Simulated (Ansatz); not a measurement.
Isolated molecules relaxed with PBE0-D4/def2-TZVP in Ansatz; ΔE leaves out vibrations. CCSD(T)/CBS adds triple-zeta CCSD(T) − MP2 to the extrapolated MP2 energy (def2 sets, frozen cores). This one scheme is used for every species. Functionals use def2-TZVPP. B3LYP here is the variant with VWN-RPA as its local correlation; programs differ in this. For Ge outer-core shells are correlated without core-valence functions, which leaves a few kJ/mol of doubt a bond. Scalar relativity is left out up to krypton. One conformer a species, not always the lowest.

Reaction (redistribution): `BOBF` + `N[SiH2][GeH3]` → `NBF` + `BO[SiH2][GeH3]`

```tsv
level	ΔE (kcal/mol)
r2SCAN-D4	-12.5
B3LYP-D4	-12.8
ωB97X-V	-11.9
ωB97M-V	-12.0
B3LYP	-12.3
SCS-MP2/def2-TZVPP	-11.8
CCSD/def2-TZVPP	-11.7
MP2/CBS(def2)	-11.7
```

Task: What does CCSD(T)/CBS give? (Estimate.)

Result: Ansatz gave: -11.7 kcal/mol. The listed levels differ from it by -0.8, -1.1, -0.2, -0.3, -0.6, -0.1, 0.0, 0.0 kcal/mol.

Largest T1 diagnostic among the species: 0.013.

In def2-TZVPP, CCSD(T) changes the Hartree–Fock value by −1.7 kcal/mol (the triples alone add −0.2 kcal/mol) and MP2 by −1.6 kcal/mol.
